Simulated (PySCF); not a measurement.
# Why did this PySCF run fail?

```python
from pyscf import gto, scf, mp

mol = gto.M(
    atom='Fe 0 0 0; Cl 0 0 2.095',
    basis='lanl2dz',
    ecp={'Fe': 'lanl2dz', 'Cl': 'lanl2dz'},
    charge=0,
    spin=3,
    verbose=3,
)
mf = scf.UHF(mol)
mf.level_shift = 5.0
mf.kernel()
mp.MP2(mf).kernel()
mf.dip_moment()
print('orbital energies (hartree):', [e[max(0, n-3):n+3].round(4) for e, n in zip(mf.mo_energy, mol.nelec)])
```

```bash
$ python input.py
```

The log, shortened:

```
SCF not converged.
SCF energy = -137.252029805022 after 50 cycles  <S^2> = 3.7643114  2S+1 = 4.0071493
E(UMP2) = -137.412444294506  E_corr = -0.160414489483631
E(SCS-UMP2) = -137.392194507689  E_corr = -0.140164702666938
Dipole moment(X, Y, Z, Debye):  0.00000,  0.00000, -7.35081
orbital energies (hartree): [array([-0.3972, -0.3827, -0.3827,  4.9809,  5.0449,  5.0449]), array([-0.3963, -0.2977, -0.2977,  4.9949,  5.0448,  5.0448])]
```

**Question.** Which setting is at fault, why, and what does a mended input give?

**Answer.** The level shift (hartree) (5): a shift this large makes the steps tiny. With this edit
```diff
- mf.level_shift = 5.0
+ mf.level_shift = 0.3
```
the run finishes: E(SCF) = -137.346436 Eh, E(MP2) − E(SCF) = -0.10594 Eh, ⟨S²⟩ = 4.724, μz(SCF) = -3.42 D.

⟨S²⟩ = 4.72 against 3.75 for a pure state: the determinant is spin-contaminated. The bond length is a typed value, not an optimised one. No search for the lowest solution was made, and open d or f shells often end in a higher one.
